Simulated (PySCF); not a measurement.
C₂H₆BBr₃Se.
SMILES with atom numbers: `[CH3:1][Se+:2]([CH3:3])[B-:4]([Br:5])([Br:6])[Br:7]` (hydrogens: H8, H9, H10 on C1; H11, H12, H13 on C3)

Computed by this run: PBE0-D3(BJ)/def2-SVP geometry optimisation, gas phase (PySCF); density fitting, grid level 1; the optimiser is geomeTRIC in internal coordinates, started from a GFN2-xTB structure with every atom displaced at random (about 0.01 Å).

At the end of the run (lengths in Å): Se2–B4 2.121, B4–Br5 1.989, B4–Br7 1.988, C1–Se2 1.932, B4–Br6 1.989, C1–H8 1.097, C1–H10 1.098, Se2–B4–Br7 109.1°, C1–Se2–B4 101.3°, Se2–B4–Br5 102.8°, C1–Se2–C3 98.6°, C1–Se2–B4–Br5 69°, H11–C3–Se2–C1 53°.

Question: These geometries were met on the way; a selection of coordinates is given. Order them by energy above the end point, lowest first.
A. Se2–B4 2.238, B4–Br5 1.988, B4–Br7 1.992, C1–Se2 1.933, B4–Br6 1.991, C1–H8 1.097, C1–H10 1.098, Se2–B4–Br7 107.7°, C1–Se2–B4 99.9°, Se2–B4–Br5 101.6°, C1–Se2–C3 97.8°, C1–Se2–B4–Br5 71°, H11–C3–Se2–C1 56°
B. Se2–B4 2.106, B4–Br5 1.987, B4–Br7 1.990, C1–Se2 1.931, B4–Br6 1.988, C1–H8 1.098, C1–H10 1.097, Se2–B4–Br7 108.1°, C1–Se2–B4 101.6°, Se2–B4–Br5 102.7°, C1–Se2–C3 98.3°, C1–Se2–B4–Br5 70°, H11–C3–Se2–C1 58°
C. Se2–B4 2.093, B4–Br5 1.988, B4–Br7 1.991, C1–Se2 1.940, B4–Br6 1.992, C1–H8 1.100, C1–H10 1.099, Se2–B4–Br7 108.3°, C1–Se2–B4 101.5°, Se2–B4–Br5 104.3°, C1–Se2–C3 96.6°, C1–Se2–B4–Br5 71°, H11–C3–Se2–C1 57°
D. Se2–B4 2.349, B4–Br5 1.988, B4–Br7 1.992, C1–Se2 1.931, B4–Br6 1.991, C1–H8 1.097, C1–H10 1.098, Se2–B4–Br7 109.0°, C1–Se2–B4 97.7°, Se2–B4–Br5 100.4°, C1–Se2–C3 98.1°, C1–Se2–B4–Br5 71°, H11–C3–Se2–C1 54°
E. Se2–B4 2.464, B4–Br5 1.925, B4–Br7 1.928, C1–Se2 1.966, B4–Br6 1.963, C1–H8 1.075, C1–H10 1.110, Se2–B4–Br7 102.8°, C1–Se2–B4 99.5°, Se2–B4–Br5 101.4°, C1–Se2–C3 97.8°, C1–Se2–B4–Br5 71°, H11–C3–Se2–C1 54°

Answer: B (0.006 eV), C (0.021 eV), A (0.044 eV), D (0.142 eV), E (0.261 eV).

```csv
step,E above end (eV),"rms distance from the end, all atoms (Å)",largest force (eV/Å),rms shift of all bonds from the end (Å)
5,0.006,0.050,0.242,0.004
1,0.021,0.061,0.418,0.009
3,0.044,0.064,0.662,0.034
2,0.142,0.077,1.140,0.066
0,0.261,0.120,1.353,0.103
```

Rows stand in the order of the answer.
